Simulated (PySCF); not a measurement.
Start geometry of `O=CN[SiH2][GeH3]` from GFN2-xTB (Å):
```
atom  x, y, z in Å
O1    -0.7712    1.3590    0.8406
C2    -1.6550    0.6517    0.3911
N3    -1.4337   -0.4710   -0.2986
Si4    0.2626   -1.0275   -0.6325
Ge5    1.6835    0.5059    0.3028
H6    -2.7245    0.8949    0.5326
H7    -2.2080   -0.9889   -0.6027
H8     0.2524   -1.1388   -2.0975
H9     0.2311   -2.3779   -0.0411
H10    1.6432    0.6289    1.8078
H11    1.6433    1.8822   -0.2569
H12    3.1160    0.0533    0.0454
```

Question: What comes out of this run: PBE0-D3(BJ)/def2-SVP geometry optimisation, gas phase (PySCF 2.14.0)?

Answer: 
```
atom  x, y, z in Å
O1    -0.9708    1.4894    0.8463
C2    -1.7690    0.6958    0.4031
N3    -1.4492   -0.4477   -0.2640
Si4    0.2149   -1.0009   -0.5987
Ge5    1.8110    0.5080    0.3069
H6    -2.8696    0.8488    0.5119
H7    -2.2428   -1.0000   -0.5732
H8     0.3552   -1.1402   -2.0818
H9     0.3543   -2.3718   -0.0159
H10    1.6989    0.5761    1.8349
H11    1.7076    1.8971   -0.3322
H12    3.1994   -0.0829   -0.0457
```

The energy falls by 29.0 kJ/mol over 9 energy and gradient evaluations, the largest force component goes from 0.0380 to 2.7e-04 Eh/bohr, and the atoms move by 0.127 Å rms after alignment. The bond that changes most is Si4–Ge5 (ends: SiH2 silicon; germanium bonded to Si and 3 H), which lengthens by 0.086 Å. Bonds longer at the end by more than 0.005 Å: 9 of 11; shorter: 2. Among the angles that change most is N3–Si4–H9, from 100.8° to 107.3°. Rotational constants go from 3981, 1826, 1289 to 3853, 1599, 1162 MHz. The orientation of the end geometry is arbitrary; only internal coordinates are fixed.

The run used 127 basis functions and 63 SCF cycles in all.

Not checked by PBE0-D3(BJ)/def2-SVP frequencies. One conformer, not necessarily the lowest.
